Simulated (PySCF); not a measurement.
# How the method changes the shape and vibrations of GeH4NSi cation

These are calculations, not measurements. The program is PySCF 2.14.0, an open-source quantum chemistry code, run on an isolated molecule that a program drew, which may never have been made. The molecule is GeH4NSi cation (charge +1, singlet), drawn as the SMILES string `[SiH2+][N]=[GeH2]`.

The geometry was optimised and harmonic frequencies were computed with HF and MP2, all in the cc-pV(D+d)Z basis, for the commonest isotopes, with a restricted reference for singlets and an unrestricted one otherwise, and a frozen core in MP2. Germanium has the cc-pVDZ-PP basis, with a core potential (ECP10MDF) in place of its 10 inner electrons, and its 3s, 3p and 3d shells are frozen in MP2. Each result is a local minimum of its method.

Geometry at the HF minimum:
```xyz
7
GeH4NSi cation, angstrom
Si    0.3074    1.0984   -0.5203
N     1.1894   -0.1245   -0.0295
Ge    2.1294   -1.4310    0.4936
H     0.7923    2.4732   -0.4232
H    -1.0236    0.8966   -1.0882
H     2.0185   -1.9035    1.9223
H     3.0678   -2.1081   -0.4747
```

Lengths of the bonds as drawn, in Å (atoms numbered as above):
```
bond,HF,MP2
Si1-N2,1.586,1.616
N2-Ge3,1.692,1.724
Si1-H4,1.461,1.467
Si1-H5,1.461,1.467
Ge3-H6,1.509,1.516
Ge3-H7,1.509,1.516
```

Rotational constants, in GHz:
```
constant     HF    MP2
       A  76.48  74.17
       B  1.992  1.925
       C   1.99  1.922
```

Harmonic frequencies in cm^-1, each column in rising order, so a row needn't be the same motion in every method:
```
rank,HF,MP2
1,132,106
2,161,134
3,273,?
4,544,496
5,673,622
6,713,629
7,747,700
8,782,703
9,937,873
10,1058,988
11,1447,1355
12,2344,2272
13,2359,2304
14,2420,2359
15,2449,2401
```

**Estimate the missing MP2 frequency from the HF column.**

A single factor s that minimises the squared misfit of MP2 against s times HF over the other rows is sum(HF x MP2) / sum(HF^2) = 0.9642, with an rms misfit of 33 cm^-1. For rank 3 it gives 0.9642 x 273 = 263 cm^-1. The calculation gives 335 cm^-1, 72 cm^-1 above the estimate. The drawn bonds are on average 0.9 % longer in MP2 than in HF.
